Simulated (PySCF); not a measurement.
**Question.** Write Cartesian coordinates for `N#C/C=C(\F)OC(F)F` as optimised with PBE0-D3(BJ)/def2-SVP.

**Answer.** 
```xyz
11
C4H2F3NO angstrom
N      3.748    0.103   -0.974
C      2.701   -0.253   -0.623
C      1.430   -0.705   -0.189
C      0.354    0.094   -0.175
F      0.383    1.335   -0.607
O     -0.820   -0.287    0.320
C     -1.990    0.301   -0.148
F     -2.943   -0.103    0.671
F     -2.245   -0.147   -1.378
H      1.312   -1.730    0.165
H     -1.926    1.400   -0.162
```

Any rigid rotation of these coordinates is as good. Atoms count from 1 in this order. O6 (ether oxygen) is bent (angle 119.7°). The 2 C–C bonds span 1.340 Å (C3=C4, drawn double) to 1.417 Å (C2–C3, drawn single), a spread of 0.077 Å. The C–O distances run from 1.330 Å (C4–O6, drawn single) to 1.390 Å (O6–C7, drawn single), a spread of 0.060 Å. Of the pairs four or more bonds apart, F5···H11 is among the closest relative to their van der Waals radii: 2.35 Å, 88 % of the sum of Bondi's values.

Bonds between heavy atoms (Å): N1≡C2 1.160, C2–C3 1.417, C3=C4 1.340, C4–F5 1.315, C4–O6 1.330, O6–C7 1.390, C7–F8 1.320, C7–F9 1.334.

Method: PBE0-D3(BJ)/def2-SVP geometry optimisation, gas phase (PySCF 2.14.0).

Point group: C1 (no symmetry element, even within 0.4 Å). Not checked by PBE0-D3(BJ)/def2-SVP frequencies. The numbers are those of one conformer (C3–C4–O6–C7 -154°, C4–O6–C7–F8 -170°).

The run took 65 s on an Arm Neoverse V2 with one thread, no GPU (shared host). These figures are those of the optimisation.
